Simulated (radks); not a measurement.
All-electron atom: the platinum anion Pt2- in [Hg]. All-electron calculation, scalar-relativistic Kohn-Sham, PBEsol, spin-polarised, spherical densities, point nucleus; Watson sphere of charge +2 and radius 4.03 bohr. Program: a radial shooting solver on a logarithmic mesh with Libxc functionals.

Normalised radial functions P(r) = r R(r), r in bohr:

| r | 4f | 5p | 6s |
|---|---|---|---|
| 0.001888 | 0.0000 | 0.0064 | 0.0299 |
| 0.002579 | 0.0000 | 0.0107 | 0.0361 |
| 0.003524 | 0.0000 | 0.0178 | 0.0425 |
| 0.004814 | 0.0000 | 0.0294 | 0.0482 |
| 0.006524 | 0.0000 | 0.0473 | 0.0513 |
| 0.008913 | 0.0001 | 0.0753 | 0.0496 |
| 0.01218 | 0.0003 | 0.1160 | 0.0398 |
| 0.0165 | 0.0008 | 0.1687 | 0.0196 |
| 0.02255 | 0.0023 | 0.2301 | -0.0126 |
| 0.0308 | 0.0068 | 0.2793 | -0.0504 |
| 0.04174 | 0.0187 | 0.2784 | -0.0770 |
| 0.05703 | 0.0494 | 0.1780 | -0.0694 |
| 0.07791 | 0.1207 | -0.0443 | -0.0101 |
| 0.1064 | 0.2675 | -0.3078 | 0.0768 |
| 0.1442 | 0.5158 | -0.3995 | 0.1124 |
| 0.1971 | 0.8724 | -0.1276 | 0.0275 |
| 0.2692 | 1.2343 | 0.3815 | -0.1224 |
| 0.3649 | 1.4218 | 0.5908 | -0.1474 |
| 0.4985 | 1.3190 | 0.1325 | 0.0368 |
| 0.681 | 0.9696 | -0.6707 | 0.2375 |
| 0.9229 | 0.5645 | -1.1059 | 0.1933 |
| 1.261 | 0.2442 | -0.9343 | -0.1057 |
| 1.723 | 0.0757 | -0.4861 | -0.4273 |
| 2.353 | 0.0158 | -0.1601 | -0.5833 |
| 3.189 | 0.0022 | -0.0335 | -0.5624 |
| 4.357 | 0.0001 | -0.0037 | -0.4113 |
| 5.952 | 0.0000 | -0.0002 | -0.1993 |
| 8.067 | 0.0000 | 0.0000 | -0.0635 |
| 11.02 | 0.0000 | 0.0000 | -0.0112 |

4f: eigenvalue -67.217 eV, 0 radial nodes, <r> = 0.516 bohr, 90 % of the charge inside 0.833 bohr. 5p: eigenvalue -53.079 eV, 3 radial nodes at r = 0.0739, 0.214, 0.526 bohr, <r> = 1.11 bohr, 90 % of the charge inside 1.61 bohr. 6s: eigenvalue -5.188 eV, 5 radial nodes at r = 0.0202, 0.0809, 0.209, 0.475, 1.15 bohr, <r> = 3.29 bohr, 90 % of the charge inside 5.00 bohr.
